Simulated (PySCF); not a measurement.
HBrOTe, singlet, geometry from GFN2-xTB (core potentials on Te).

Input for PySCF:
```python
from pyscf import gto, scf, dft

mol = gto.Mole()
mol.atom = '''
    Te    0.075540   -0.593580    0.672635
    Br    0.064317    1.366541   -0.827363
    O    -0.580384   -1.883532   -0.660460
    H    -1.536080   -1.894535   -0.735631
'''
mol.basis = 'def2-sv(p)'
mol.ecp = {'Te': 'def2-sv(p)'}
mol.charge = 0
mol.spin = 0
mol.verbose = 4
mol.max_memory = 1800
mol.build()

mf = dft.RKS(mol)
mf.xc = 'pbe0'
mf = mf.density_fit(auxbasis='def2-universal-jkfit')
mf.kernel()
```

### Question
Give the total energy at the level DF-PBE0/def2-SV(P) (PySCF).

### Answer
-2917.2512 Eh

### Question
Give the HOMO energy at the level DF-PBE0/def2-SV(P).

### Answer
-6.28 eV

### Question
Predict the Mulliken (on the basis functions themselves) charges in atom order from DF-PBE0/def2-SV(P).

### Answer
Te1 0.49, Br2 -0.23, O3 -0.61, H4 0.35
